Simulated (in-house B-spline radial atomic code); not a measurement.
A fraction x of an electron is removed from 3p in the sulfur ion S³⁺, starting from [Ne] 3s2 3p1 and keeping the highest spin. Method: non-relativistic LC-wPBE, spin-polarised, spherical fractional occupations, point nucleus. Calculated with a radial B-spline atomic code at the basis-set limit.

Caution: exact exchange at fractional occupations of open shells leaves self-interaction of up to several eV.

```json
{"x": "0", "E(x) - E(0) (eV)": "0.0000", "3p up level (eV)": "-39.698"}
{"x": "0.01", "E(x) - E(0) (eV)": "0.3974", "3p up level (eV)": "-39.790"}
{"x": "0.15", "E(x) - E(0) (eV)": "6.0584", "3p up level (eV)": "-41.082"}
{"x": "0.29", "E(x) - E(0) (eV)": "11.9007", "3p up level (eV)": "-42.380"}
{"x": "0.48", "E(x) - E(0) (eV)": "20.1210", "3p up level (eV)": "-44.150"}
{"x": "0.5", "E(x) - E(0) (eV)": "21.0059", "3p up level (eV)": "-44.337"}
{"x": "0.56", "E(x) - E(0) (eV)": "23.6829", "3p up level (eV)": "-44.897"}
{"x": "0.68", "E(x) - E(0) (eV)": "29.1380", "3p up level (eV)": "-46.020"}
{"x": "0.85", "E(x) - E(0) (eV)": "37.0967", "3p up level (eV)": "-47.611"}
{"x": "0.88", "E(x) - E(0) (eV)": "38.5292", "3p up level (eV)": "-47.891"}
{"x": "1", "E(x) - E(0) (eV)": "44.3435", "3p up level (eV)": "-"}
```

The exact functional would give a straight line between the two integer points. Deviations E(x) - E(0) - x[E(1) - E(0)], in eV: -0.046 at x = 0.01, -0.593 at x = 0.15, -0.959 at x = 0.29, -1.164 at x = 0.48, -1.166 at x = 0.5, -1.149 at x = 0.56, -1.016 at x = 0.68, -0.595 at x = 0.85, -0.493 at x = 0.88.

The curve lies below the straight line by up to 1.166 eV (at x = 0.5): convex, the delocalisation error, to which spherically averaged exact exchange adds.

(1) How well does Slater's transition state (minus the level at half occupation) give the ionisation energy?

## Answers

(1) It gives 44.337 eV against 44.343 eV from the two total energies; NIST lists 47.22 eV, ground level to ground level. The end point has an open shell averaged over its orbitals, so its exact exchange keeps a self-interaction and this is no true integer point.
